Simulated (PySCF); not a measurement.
PySCF 2.14 output of an unrestricted LDA calculation on a single atom or ion in def2-TZVP with the def2 core potential (28 electrons) (6s4p3d1f, 40 functions), with scalar relativity through the core potential:

```
SCF conv_tol = 1e-09
number electrons alpha = 9  beta = 8
    P. A. M. Dirac.,  Math. Proc. Cambridge Philos. Soc. 26, 376 (1930)
    F. Bloch.,  Z. Phys. 57, 545 (1929)
    S. H. Vosko, L. Wilk, and M. Nusair.,  Can. J. Phys. 58, 1200 (1980)
cycle= 1 E= -165.088349223183  delta_E= -0.00519  |g|= 0.111  |ddm|= 0.144
cycle= 2 E= -165.088902768914  delta_E= -0.000554  |g|= 0.0997  |ddm|= 0.0947
cycle= 3 E= -165.091006168175  delta_E= -0.0021  |g|= 0.000703  |ddm|= 0.0456
cycle= 4 E= -165.091006279741  delta_E= -1.12e-07  |g|= 3.61e-05  |ddm|= 0.000371
cycle= 5 E= -165.091006280111  delta_E= -3.7e-10  |g|= 4.3e-06  |ddm|= 2.01e-05
converged SCF energy = -165.091006280111  <S^2> = 0.75019695  2S+1 = 2.0001969
```

The run itself started from symmetry-adapted Hartree-Fock orbitals and held the occupation by maximum overlap, on a logarithmic radial grid, so the iterations belong to that start.

Problem. Which element, charge and spin multiplicity is this?

Solution. Cd(3+) (cadmium, charge +3), multiplicity 2; the state was [Kr] 4d9, 2D determinant.

Energies and moments cover only the electrons outside the core potential.
